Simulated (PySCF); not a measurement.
ECD: `InChI=1S/C6H4F2/c1-6(8)4-2-3-5-7/h5H,1H3`

Geometry:
```tsv
atom	x (Å)	y (Å)	z (Å)
C1	-2.405	-0.402	-0.993
C2	-1.641	-0.395	0.278
F3	-2.389	-0.720	1.337
C4	-0.359	-0.115	0.434
C5	0.889	0.150	0.535
C6	2.140	0.410	0.632
C7	3.413	0.730	0.730
F8	4.398	-0.157	0.626
H9	-3.250	0.302	-0.928
H10	-1.766	-0.125	-1.840
H11	-2.827	-1.405	-1.170
H12	3.781	1.747	0.904
```

Computed, not measured: TDDFT CAM-B3LYP/aug-cc-pVDZ circular dichroism and optical rotation, one conformer, gas phase in PySCF. Geometry: PBE0-D3(BJ)/def2-SVP.

No stereocentre is labelled: unless the shape is locked (an allene, a helicene, a hindered biaryl), the mirror image is equally populated and a measured rotation or CD is zero.

(1) List the lowest 12 singlet excitations with oscillator and rotatory strengths.

Results:

(1) Rotatory strengths R in 10⁻⁴⁰ esu² cm², velocity form and length form (origin at the centre of mass); f in length form.
| state | E (eV) | λ (nm) | f | R (velocity) | R (length) | main |
| --- | --- | --- | --- | --- | --- | --- |
| 1 | 3.64 | 340 | 0.0004 | +1.3 | +1.2 | HOMO→LUMO+1 0.80, HOMO−1→LUMO 0.13 |
| 2 | 3.82 | 325 | 0.0001 | -0.5 | -0.9 | HOMO−1→LUMO 0.79, HOMO→LUMO+1 0.11 |
| 3 | 4.70 | 264 | 0.012 | -0.6 | -0.6 | HOMO→LUMO 0.52, HOMO−1→LUMO+1 0.43 |
| 4 | 5.98 | 207 | 1.519 | -50.2 | -50.8 | HOMO−1→LUMO+1 0.33, HOMO→LUMO 0.27 |
| 5 | 6.05 | 205 | 0.711 | +46.1 | +46.8 | HOMO→LUMO+2 0.58, HOMO−1→LUMO+1 0.14 |
| 6 | 6.23 | 199 | 0.004 | +0.8 | +0.8 | HOMO−1→LUMO+2 0.53, HOMO−1→LUMO+3 0.32 |
| 7 | 6.69 | 185 | 0.006 | +1.9 | +1.9 | HOMO−2→LUMO+1 0.42, HOMO−3→LUMO 0.28 |
| 8 | 6.73 | 184 | 0.010 | +6.7 | +7.0 | HOMO→LUMO+3 0.65 |
| 9 | 6.76 | 183 | 0.006 | -2.4 | -2.5 | HOMO−2→LUMO+1 0.34, HOMO→LUMO+3 0.15 |
| 10 | 6.89 | 180 | 0.009 | -4.2 | -4.2 | HOMO−1→LUMO+3 0.38, HOMO−3→LUMO 0.33 |
| 11 | 7.11 | 174 | 0.008 | +4.0 | +4.2 | HOMO→LUMO+4 0.81 |
| 12 | 7.18 | 173 | 0.002 | +0.8 | +0.8 | HOMO→LUMO+5 0.62, HOMO→LUMO+6 0.24 |

Among the states computed, the strongest CD band (largest |R|) is state 4. The largest dissymmetry factor in size, g = 4R/(D+G), with D and G the electric and magnetic dipole strengths, is +0.018 for state 1 (velocity form, f = 0.0004), among bands with |R| over 0.5. The mirror image has the same energies and oscillator strengths and all R with the opposite sign.
